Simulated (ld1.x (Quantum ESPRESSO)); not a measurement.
Zn (Z = 30): variants of one TM potential

Base potential:

ld1.x (Quantum ESPRESSO) 7.5 input, shortened:

```
&input
   title='Zn', zed=30., rel=2, dft='PBESOL', iswitch=3,
   config='[Ar] 3d10 4s1 4p1 4d-2', rel_dist='average'
 /
 &inputp
   pseudotype=2, tm=.true., lloc=-1, rcloc=2.30,
   nlcc=.false.
 /
3
4S  1  0   1.00   0.00  1.75  1.75  0.0
4P  2  1   1.00   0.00  2.65  2.65  0.0
4D  3  2  -2.00  -0.10  2.65  2.65  0.0
 &test
   configts(1)='4s1 4p1'
 /
```

Open shells are filled in proportion to 2j + 1 (rel_dist='average').

All-electron outer shells of the reference configuration (PBEsol, scalar-relativistic, ld1.x):

| shell | level (eV) | outermost node (bohr) | outermost maximum (bohr) |
| --- | --- | --- | --- |
| 3p | -85.50 | 0.25 | 0.59 |
| 3d | -12.36 | – | 0.57 |
| 4s | -7.41 | 0.85 | 2.04 |
| 4p | -2.09 | 0.92 | 2.89 |

Cutoffs, loose and tight: the cutoffs (Ry, on a coarse ladder) from which the occupation-weighted sum of valence levels, in a spherical-Bessel basis at the reference potential, stays within 10 and 1 mRy of its value at 400 Ry. They do not see the model core or the augmentation charge, which bear on the density cutoff. Test errors are all-electron minus pseudo excitation energies from the reference, over the configurations 4s2 4p0; 4s1 4p0; 4s1.5 4p0; 4s0 4p1; 4s0 4p2. A dash means not determined; rows that change the core or the reference have their own tests.

A true bound ghost makes a file unfit for plane-wave use even where its test errors are small: the radial tests pick states by their node count and pass the ghost by.

| change | outcome | cutoff, loose | cutoff, tight | bound ghosts | largest test error (meV) |
| --- | --- | --- | --- | --- | --- |
| base | generated | 10 Ry | 30 Ry | d3/2, d5/2 | +72 |
| local potential all-electron potential smoothed inside 1.00 bohr (lloc = -1) | generated | 15 Ry | 30 Ry | s | +85 |
| local potential all-electron potential smoothed inside 1.40 bohr (lloc = -1) | generated | 10 Ry | 25 Ry | d3/2, d5/2, s | +589 |
| local potential all-electron potential smoothed inside 1.62 bohr (lloc = -1) | generated | 10 Ry | 30 Ry | d3/2, d5/2 | +73 |
| local potential all-electron potential smoothed inside 1.84 bohr (lloc = -1) | generated | 10 Ry | 30 Ry | d3/2, d5/2 | +72 |
| local potential all-electron potential smoothed inside 2.24 bohr (lloc = -1) | generated | 10 Ry | 30 Ry | d3/2, d5/2 | +72 |
| local potential all-electron potential smoothed inside 2.44 bohr (lloc = -1) | generated | 10 Ry | 30 Ry | d3/2, d5/2 | +72 |
| local potential all-electron potential smoothed inside 2.76 bohr (lloc = -1) | generated | 10 Ry | 30 Ry | d3/2, d5/2 | +71 |
| local potential all-electron potential smoothed inside 3.08 bohr (lloc = -1) | generated | 10 Ry | 30 Ry | d3/2, d5/2 | +70 |

Reading the sweep of the rcloc (base included, trends over the rows without a ghost): Bound ghosts are found at 1, 1.4, 1.62, 1.84, 2.24, 2.3, 2.44, 2.76, 3.08 bohr. Every judged row has one, so this setting neither creates nor removes them.
